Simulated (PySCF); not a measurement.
SMILES [GeH3][O][Si](C)(C)OB(O)O, GFN2-xTB optimised geometry.

```
20

Ge     3.07     0.28     1.56
O      1.38     0.35     1.17
Si     0.53     0.18    -0.21
C      1.49     0.89    -1.68
C      0.16    -1.69    -0.43
O     -0.80     1.06     0.00
B     -2.14     1.06     0.00
O     -2.79     2.25     0.00
O     -2.88    -0.09    -0.01
H      3.63    -0.97     0.94
H      3.08     0.23     3.05
H      3.74     1.49     1.00
H      1.56     1.97    -1.60
H      2.51     0.49    -1.70
H      1.03     0.66    -2.64
H     -0.29    -2.11     0.46
H     -0.51    -1.86    -1.27
H      1.07    -2.25    -0.63
H     -3.74     2.16     0.01
H     -2.36    -0.89     0.01
```

Density from CAM-B3LYP/def2-SVP in PySCF at that geometry.

Minimum of the electron density along straight lines between bonded atoms, close to the bond critical point (lines longer than 1.1 times the sum of covalent radii, or with two minima, are not listed):

```json
[
 {"bond": "Ge1–O2", "length / Å": "1.735", "ρ at the minimum / e bohr⁻³": "0.146", "∇²ρ there / e bohr⁻⁵": "0.82", "position (fraction from the first atom)": "0.47"},
 {"bond": "O2–Si3", "length / Å": "1.630", "ρ at the minimum / e bohr⁻³": "0.127", "∇²ρ there / e bohr⁻⁵": "1.06", "position (fraction from the first atom)": "0.59"},
 {"bond": "Si3–C4", "length / Å": "1.900", "ρ at the minimum / e bohr⁻³": "0.114", "∇²ρ there / e bohr⁻⁵": "0.32", "position (fraction from the first atom)": "0.38"},
 {"bond": "Si3–C5", "length / Å": "1.911", "ρ at the minimum / e bohr⁻³": "0.112", "∇²ρ there / e bohr⁻⁵": "0.31", "position (fraction from the first atom)": "0.38"},
 {"bond": "Si3–O6", "length / Å": "1.613", "ρ at the minimum / e bohr⁻³": "0.130", "∇²ρ there / e bohr⁻⁵": "1.12", "position (fraction from the first atom)": "0.42"},
 {"bond": "O6–B7", "length / Å": "1.343", "ρ at the minimum / e bohr⁻³": "0.206", "∇²ρ there / e bohr⁻⁵": "1.17", "position (fraction from the first atom)": "0.67"},
 {"bond": "B7–O8", "length / Å": "1.352", "ρ at the minimum / e bohr⁻³": "0.211", "∇²ρ there / e bohr⁻⁵": "1.08", "position (fraction from the first atom)": "0.33"},
 {"bond": "B7–O9", "length / Å": "1.367", "ρ at the minimum / e bohr⁻³": "0.201", "∇²ρ there / e bohr⁻⁵": "1.05", "position (fraction from the first atom)": "0.33"},
 {"bond": "Ge1–H10", "length / Å": "1.503", "ρ at the minimum / e bohr⁻³": "0.142", "∇²ρ there / e bohr⁻⁵": "0.07", "position (fraction from the first atom)": "0.59"},
 {"bond": "Ge1–H11", "length / Å": "1.494", "ρ at the minimum / e bohr⁻³": "0.145", "∇²ρ there / e bohr⁻⁵": "0.07", "position (fraction from the first atom)": "0.59"},
 {"bond": "Ge1–H12", "length / Å": "1.498", "ρ at the minimum / e bohr⁻³": "0.143", "∇²ρ there / e bohr⁻⁵": "0.07", "position (fraction from the first atom)": "0.59"},
 {"bond": "C4–H13", "length / Å": "1.087", "ρ at the minimum / e bohr⁻³": "0.272", "∇²ρ there / e bohr⁻⁵": "-0.99", "position (fraction from the first atom)": "0.63"},
 {"bond": "C4–H14", "length / Å": "1.088", "ρ at the minimum / e bohr⁻³": "0.270", "∇²ρ there / e bohr⁻⁵": "-0.96", "position (fraction from the first atom)": "0.62"},
 {"bond": "C4–H15", "length / Å": "1.085", "ρ at the minimum / e bohr⁻³": "0.272", "∇²ρ there / e bohr⁻⁵": "-0.98", "position (fraction from the first atom)": "0.63"},
 {"bond": "C5–H16", "length / Å": "1.088", "ρ at the minimum / e bohr⁻³": "0.270", "∇²ρ there / e bohr⁻⁵": "-0.96", "position (fraction from the first atom)": "0.62"},
 {"bond": "C5–H17", "length / Å": "1.087", "ρ at the minimum / e bohr⁻³": "0.271", "∇²ρ there / e bohr⁻⁵": "-0.97", "position (fraction from the first atom)": "0.62"},
 {"bond": "C5–H18", "length / Å": "1.086", "ρ at the minimum / e bohr⁻³": "0.271", "∇²ρ there / e bohr⁻⁵": "-0.98", "position (fraction from the first atom)": "0.63"},
 {"bond": "O8–H19", "length / Å": "0.957", "ρ at the minimum / e bohr⁻³": "0.357", "∇²ρ there / e bohr⁻⁵": "-2.41", "position (fraction from the first atom)": "0.82"},
 {"bond": "O9–H20", "length / Å": "0.956", "ρ at the minimum / e bohr⁻³": "0.358", "∇²ρ there / e bohr⁻⁵": "-2.42", "position (fraction from the first atom)": "0.82"}
]
```
